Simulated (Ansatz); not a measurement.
Gas-phase electronic energies from Ansatz, PBE0-D4/def2-TZVP geometries. CCSD(T)/CBS is the MP2 limit (def2-TZVPP, def2-QZVPP) plus CCSD(T) − MP2 in def2-TZVPP, frozen cores. DFT in def2-TZVPP. B3LYP here is the variant with VWN-RPA as its local correlation; programs differ in this. For Ge outer-core shells are correlated without core-valence functions, which leaves a few kJ/mol of doubt a bond. Scalar relativity is left out up to krypton. Each species was taken in one conformer, which may not be the lowest.

Reaction (cleavage of the Si–Ge bond): `F[C@@H]1[O][Ge@H]1[SiH3]` + `N=CCF` → `FC/C=N\[SiH3]` + `F[CH]1[O][GeH2]1`

**Question.** Is it downhill or uphill in electronic energy at CCSD(T)/CBS, and by how much? (Best estimate.)

**Answer.** The calculation gave: Uphill: ΔE = +1.1 kcal/mol.

**Question.** What do these levels give: B3LYP-D4, ωB97X-V, ωB97M-V, B2PLYP, r2SCAN, HF/def2-TZVPP, SCS-MP2/def2-TZVPP, CCSD/def2-TZVPP, CCSD(T)/def2-TZVPP, MP2/def2-QZVPP, HF/CBS(def2), CCSD/CBS(def2)? (Estimate.)

**Answer.** The calculation gave: B3LYP-D4 0.3, ωB97X-V 0.1, ωB97M-V -0.3, B2PLYP 0.2, r2SCAN 1.4, HF/def2-TZVPP -2.9, SCS-MP2/def2-TZVPP -0.8, CCSD/def2-TZVPP 0.6, CCSD(T)/def2-TZVPP 1.1, MP2/def2-QZVPP -0.4, HF/CBS(def2) -3.4, CCSD/CBS(def2) 0.6 kcal/mol.

Largest T1 diagnostic among the species: 0.016.

In def2-TZVPP, CCSD(T) changes the Hartree–Fock value by +3.9 kcal/mol (the triples alone add +0.5 kcal/mol) and MP2 by +2.6 kcal/mol. From PBE to PBE0 (25 % exact exchange), in def2-TZVPP and without D4, ΔE moves by −1.1 kcal/mol.
